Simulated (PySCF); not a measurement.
In(Cl)(Br)(Vi), SMILES C=[CH][In]([Cl])[Br] (C2H3BrClIn) (B3LYP/def2-SVP optimised geometry):

```
8

In    -0.147    -0.900     0.000
Cl    -1.119    -3.054    -0.002
Br     2.359    -0.900     0.000
C     -1.266     0.928     0.000
C     -0.659     2.121    -0.003
H     -2.359     0.858     0.002
H     -1.237     3.054    -0.004
H      0.431     2.233    -0.006
```

Method: PySCF 2.14.0 with B3LYP/def2-TZVP, def2 effective core potentials past Kr.

Problem. What are the frontier orbital energies and the dipole moment?

Solution. HOMO-2 -8.27 eV, HOMO-1 -8.16 eV, HOMO -8.00 eV, LUMO -2.30 eV, LUMO+1 -2.29 eV; dipole moment 3.75 D.

On the same geometry PBE/def2-TZVP, def2 effective core potentials past Kr (PySCF) gives HOMO-2 -7.23 eV, HOMO-1 -7.17 eV, HOMO -7.01 eV, LUMO -2.85 eV, LUMO+1 -2.83 eV; dipole moment 3.69 D.
